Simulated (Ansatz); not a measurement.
Reaction (silylene formation by 1,1-elimination): `B[SiH](O)OC` → BH₃ + `CO[Si]O`

Isolated molecules relaxed with PBE0-D4/def2-TZVP in Ansatz; ΔE leaves out vibrations. CBS: MP2 limit from def2 TZ/QZ plus the TZ coupled-cluster correction, frozen cores. This one scheme is used for every species. DFT in def2-TZVPP. B3LYP here is the variant with VWN-RPA as its local correlation; programs differ in this. Each species was taken in one conformer, which may not be the lowest.

```csv
level,ΔE (kJ/mol),difference from CCSD(T)/CBS
PBE-D4,104.8,-1.3
r2SCAN-D4,118.2,12.1
PBE0-D4,116.8,10.7
B3LYP-D4,97.3,-8.8
ωB97X-V,114.3,8.2
ωB97M-V,93.4,-12.7
B2PLYP,94.9,-11.2
PBE,98.0,-8.1
r2SCAN,116.2,10.1
PBE0,110.9,4.8
B3LYP,86.7,-19.4
HF/def2-TZVPP,99.9,-6.2
MP2/def2-TZVPP,107.2,1.1
SCS-MP2/def2-TZVPP,101.3,-4.8
CCSD/def2-TZVPP,102.2,-3.9
CCSD(T)/def2-TZVPP,101.8,-4.3
HF/def2-QZVPP,99.2,-6.9
MP2/def2-QZVPP,109.5,3.4
SCS-MP2/def2-QZVPP,104.2,-1.9
HF/CBS(def2),99.1,-7.0
MP2/CBS(def2),111.5,5.4
CCSD/CBS(def2),106.5,0.4
CCSD(T)/CBS,106.1,0
```

Largest T1 diagnostic among the species: 0.014.

The D4 term adds +10.6 kJ/mol with B3LYP and +5.9 kJ/mol with PBE0; it sums over pairs of atoms, weighted by their polarisabilities, and B3LYP, whose exchange is more repulsive, gets the larger term. From PBE to PBE0 (25 % exact exchange), in def2-TZVPP and without D4, ΔE moves by +12.9 kJ/mol.
